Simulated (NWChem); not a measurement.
System: benzoquinone (C$_{6}$H$_{4}$O$_{2}$); SMILES C1C(C=CC(C=1)=O)=O

Output (shortened):

```
             Northwest Computational Chemistry Package (NWChem) 7.3.0
             --------------------------------------------------------

                             Geometry "geometry" -> ""
                             -------------------------

 Output coordinates in angstroms (scale by  1.889725989 to convert to a.u.)

  No.       Tag          Charge          X              Y              Z
 ---- ---------------- ---------- -------------- -------------- --------------
    1 O                    8.0000     0.00000000    -2.68731100     0.00000000
    2 C                    6.0000     0.00000000    -1.45595100     0.00000000
    3 C                    6.0000     1.26964100    -0.67762500     0.00000000
    4 C                    6.0000     1.26964100     0.67762500     0.00000000
    5 C                    6.0000     0.00000000     1.45595100     0.00000000
    6 O                    8.0000     0.00000000     2.68731100     0.00000000
    7 C                    6.0000    -1.26964100     0.67762500     0.00000000
    8 C                    6.0000    -1.26964100    -0.67762500     0.00000000
    9 H                    1.0000     2.19567200    -1.27371000     0.00000000
   10 H                    1.0000     2.19567200     1.27371000     0.00000000
   11 H                    1.0000    -2.19567200     1.27371000     0.00000000
   12 H                    1.0000    -2.19567200    -1.27371000     0.00000000

 Effective nuclear repulsion energy (a.u.)     320.2641175994

  pbe96 is a nonlocal functional; adding pw91lda local functional.

                                 NWChem DFT Module
                                 -----------------

 Summary of "ao basis" -> "ao basis" (spherical)
 ------------------------------------------------------------------------------
       Tag                 Description            Shells   Functions and Types
 ---------------- ------------------------------  ------  ---------------------
 O                           6-31g*                  6       14   3s2p1d
 C                           6-31g*                  6       14   3s2p1d
 H                           6-31g*                  2        2   2s

 in cosmo_initialize ...
 calling solv_data for solv:chcl3

 solvent parameters
 solvname_short: chcl3
 solvname_long:  chloroform
 dielec:        4.7113
 dielecinf:     2.0906
 nonaqueous SMD model solvent descriptors
 dielec:        4.7113
 sola:          0.1500
 solb:          0.0200
 solc:          0.0000
 solg:         38.3900
 solh:          0.7500
 soln:          1.4459

          ---------------
          -cosmo- solvent
          ---------------
 Cosmo: York-Karplus, doi: 10.1021/jp992097l
 dielectric constant -eps-     =   4.71
 screen = (eps-1)/(eps    )    =   0.78774
 surface charge correction     = lagrangian

   van der Waals surface
 --------------------------

 ---------- ATOMIC COORDINATES (A.U.) ------------ VDWR(ANG.) --
     1    0.00000000   -5.07828144    0.00000000     2.024
     2    0.00000000   -2.75134844    0.00000000     1.850
     3    2.39927359   -1.28052557    0.00000000     1.850
     4    2.39927359    1.28052557    0.00000000     1.850
     5    0.00000000    2.75134844    0.00000000     1.850
     6    0.00000000    5.07828144    0.00000000     2.024
     7   -2.39927359    1.28052557    0.00000000     1.850
     8   -2.39927359   -1.28052557    0.00000000     1.850
     9    4.14921844   -2.40696289    0.00000000     1.200
    10    4.14921844    2.40696289    0.00000000     1.200
    11   -4.14921844    2.40696289    0.00000000     1.200
    12   -4.14921844   -2.40696289    0.00000000     1.200
 number of segments per atom =        128
 number of   points per atom =        128
 atom (   nspa,  nppa )
 ----------------------
    1 (     92,     0 )       0
    2 (     24,     0 )       0
    3 (     44,     0 )       0
    4 (     44,     0 )       0
    5 (     24,     0 )       0
    6 (     92,     0 )       0
    7 (     44,     0 )       0
    8 (     44,     0 )       0
    9 (     56,     0 )       0
   10 (     56,     0 )       0
   11 (     56,     0 )       0
   12 (     56,     0 )       0
 number of -cosmo- surface points =      632
 molecular surface =    156.190 angstrom**2
 molecular volume  =    130.726 angstrom**3
 -lineq- algorithm             =   0
 -bem- low  level              =   3
 -bem- from -octahedral-
 gaussian surface charge width =   4.50000
 degree of switching           =   1.00000
 switching function tolerance  =   0.00010
 atomic radii =
 --------------
    1  8.000  2.024
    2  6.000  1.850
    3  6.000  1.850
    4  6.000  1.850
    5  6.000  1.850
    6  8.000  2.024
    7  6.000  1.850
    8  6.000  1.850
    9  1.000  1.200
   10  1.000  1.200
   11  1.000  1.200
   12  1.000  1.200
 ...... end of -cosmo- initialization ......

 nat:                    12
 ixmem:                  7844
 calling mnsol_interface()
 G(SMD-CDS) energy (kcal/mol)  =    -1.806
 SMD-CDS SASA (angstrom**2)    =   160.183

            General Information
            -------------------
          SCF calculation type: DFT
          Wavefunction type:  closed shell.
          No. of atoms     :    12
          No. of electrons :    56
           Alpha electrons :    28
            Beta electrons :    28
          Charge           :     0
          Spin multiplicity:     1
          Use of symmetry is: off; symmetry adaption is: off
          Maximum number of iterations: 150
          AO basis - number of functions:   120
                     number of shells:    56
          Convergence on energy requested:  1.00D-06
          Convergence on density requested:  1.00D-05
          Convergence on gradient requested:  5.00D-04

              XC Information
              --------------
          PerdewBurkeErnzerhof Exchange Functional  1.000
            Perdew 1991 LDA Correlation Functional  1.000 local
           PerdewBurkeErnz. Correlation Functional  1.000 non-local

             Grid Information
             ----------------
          Grid used for XC integration:  medium
          Radial quadrature: Mura-Knowles
          Angular quadrature: Lebedev.
          Tag              B.-S. Rad. Rad. Pts. Rad. Cut. Ang. Pts.
          ---              ---------- --------- --------- ---------
          O                   0.60       49          11.0       434
          C                   0.70       49          10.0       434
          H                   0.35       45          12.0       434
          Grid pruning is: on
          Number of quadrature shells:   572
          Spatial weights used:  Erf1

      Superposition of Atomic Density Guess
      -------------------------------------

 Sum of atomic energies:        -377.46315951

      Non-variational initial energy
      ------------------------------

 Total energy =    -381.724820
 1-e energy   =   -1148.046589
 2-e energy   =     446.057652
 HOMO         =      -0.285918
 LUMO         =      -0.146731

[...]

                                COSMO-SMD solvation results
                                ---------------------------

             internal energy in gas <Psi(g)|H|Psi(g)> =      -381.003201816982
         internal energy in solvent <Psi(s)|H|Psi(s)> =      -381.002387789813
                               delta internal energy  =         0.000814027169 (    0.51 kcal/mol)
   total free energy in solvent <Psi(s)|H+V/2|Psi(s)> =      -381.011145460357
 polarization energy contribution <Psi(s)|V/2|Psi(s)> =        -0.008757670545 (   -5.50 kcal/mol)
    total free energy in solvent including G(SMD-CDS) =      -381.014023035963
                       G(SMD-CDS) energy contribution =        -0.002877575605 (   -1.81 kcal/mol)
     1 M fixed-concentration free energy of solvation =        -0.010821218981 (   -6.79 kcal/mol)

                       DFT Final Molecular Orbital Analysis
                       ------------------------------------

 Vector   26  Occ=2.000000D+00  E=-2.593005D-01
              MO Center= -1.5D-06,  5.8D-06,  5.3D-10, r^2= 3.0D+00
   Bfn.  Coefficient  Atom+Function         Bfn.  Coefficient  Atom+Function
  ----- ------------  ---------------      ----- ------------  ---------------
    33      0.300348   3 C  pz               47      0.300351   4 C  pz
    89     -0.300351   7 C  pz              103     -0.300349   8 C  pz
    37      0.199082   3 C  pz               51      0.199086   4 C  pz
    93     -0.199086   7 C  pz              107     -0.199082   8 C  pz

 Vector   27  Occ=2.000000D+00  E=-2.208508D-01
              MO Center= -1.4D-08,  1.5D-03, -2.8D-09, r^2= 6.7D+00
   Bfn.  Coefficient  Atom+Function         Bfn.  Coefficient  Atom+Function
  ----- ------------  ---------------      ----- ------------  ---------------
     3      0.429420   1 O  px               73      0.429695   6 O  px
     7      0.303493   1 O  px               77      0.303693   6 O  px
    32      0.141341   3 C  py               46     -0.141371   4 C  py
    88      0.141371   7 C  py              102     -0.141341   8 C  py
    34     -0.114480   3 C  s                48     -0.114660   4 C  s

 Vector   28  Occ=2.000000D+00  E=-2.144759D-01
              MO Center= -5.9D-09, -1.5D-03, -5.9D-08, r^2= 6.3D+00
   Bfn.  Coefficient  Atom+Function         Bfn.  Coefficient  Atom+Function
  ----- ------------  ---------------      ----- ------------  ---------------
     3      0.394028   1 O  px               73     -0.393724   6 O  px
     7      0.288946   1 O  px               77     -0.288729   6 O  px
    34     -0.263477   3 C  s                48      0.263394   4 C  s
    90     -0.263394   7 C  s               104      0.263477   8 C  s
    31      0.146552   3 C  px               45     -0.146488   4 C  px

 Vector   29  Occ=0.000000D+00  E=-1.505032D-01
              MO Center=  7.5D-08,  3.9D-05, -5.3D-09, r^2= 4.9D+00
   Bfn.  Coefficient  Atom+Function         Bfn.  Coefficient  Atom+Function
  ----- ------------  ---------------      ----- ------------  ---------------
     5      0.322011   1 O  pz               75     -0.322019   6 O  pz
     9      0.262949   1 O  pz               79     -0.262955   6 O  pz
    19     -0.234626   2 C  pz               61      0.234634   5 C  pz
    33     -0.189992   3 C  pz               47      0.189993   4 C  pz
    89      0.189993   7 C  pz              103     -0.189992   8 C  pz

 Vector   30  Occ=0.000000D+00  E=-5.031980D-02
              MO Center=  4.2D-09, -5.8D-06,  6.4D-08, r^2= 3.4D+00
   Bfn.  Coefficient  Atom+Function         Bfn.  Coefficient  Atom+Function
  ----- ------------  ---------------      ----- ------------  ---------------
    37      0.408655   3 C  pz               51     -0.408654   4 C  pz
    93      0.408654   7 C  pz              107     -0.408654   8 C  pz
    33      0.327138   3 C  pz               47     -0.327134   4 C  pz
    89      0.327135   7 C  pz              103     -0.327138   8 C  pz
    27     -0.030719   2 C  d  1             69      0.030719   5 C  d  1

 Vector   31  Occ=0.000000D+00  E=-1.921214D-02
              MO Center=  1.2D-08, -1.9D-05,  6.5D-09, r^2= 4.2D+00
   Bfn.  Coefficient  Atom+Function         Bfn.  Coefficient  Atom+Function
  ----- ------------  ---------------      ----- ------------  ---------------
    23      0.426861   2 C  pz               65      0.426860   5 C  pz
    19      0.413680   2 C  pz               61      0.413677   5 C  pz
     9     -0.273033   1 O  pz               79     -0.273027   6 O  pz
     5     -0.260211   1 O  pz               75     -0.260206   6 O  pz
    37     -0.166149   3 C  pz               51     -0.166154   4 C  pz

     Multipole analysis of the density
     ---------------------------------

     L   x y z        total         alpha         beta         nuclear
     -   - - -        -----         -----         ----         -------
     0   0 0 0     -0.000000    -28.000000    -28.000000     56.000000

     1   1 0 0      0.000000      0.000000      0.000000      0.000000
     1   0 1 0      0.000024      0.000012      0.000012      0.000000
     1   0 0 1      0.000000      0.000000      0.000000      0.000000

     2   2 0 0    -26.659429   -116.839907   -116.839907    207.020385
     2   1 1 0      0.000002      0.000001      0.000001      0.000000
     2   1 0 1     -0.000000     -0.000000     -0.000000      0.000000
     2   0 2 0    -45.489789   -305.739833   -305.739833    565.989876
     2   0 1 1      0.000006      0.000003      0.000003      0.000000
     2   0 0 2    -33.120895    -16.560448    -16.560448      0.000000
```

Level: PBE/6-31G* (spherical d), SMD on the gas-phase geometry. Geometry: optimised at PBE-D3(BJ)/def2-SVP. Solvent: chloroform.

Problem. Write an input that gives this output.

Solution. One answer among several that fit: the input that was run:
```
start job
memory heap 200 mb stack 900 mb global 1100 mb
geometry units angstroms noautosym nocenter noautoz
  O      0.000000    -2.687311     0.000000
  C      0.000000    -1.455951     0.000000
  C      1.269641    -0.677625     0.000000
  C      1.269641     0.677625     0.000000
  C      0.000000     1.455951     0.000000
  O      0.000000     2.687311     0.000000
  C     -1.269641     0.677625     0.000000
  C     -1.269641    -0.677625     0.000000
  H      2.195672    -1.273710     0.000000
  H      2.195672     1.273710     0.000000
  H     -2.195672     1.273710     0.000000
  H     -2.195672    -1.273710     0.000000
end
basis spherical
  * library 6-31g*
end
dft
  xc xpbe96 cpbe96
  iterations 150
end
cosmo
  do_cosmo_smd true
  solvent chcl3
end
task dft energy
```
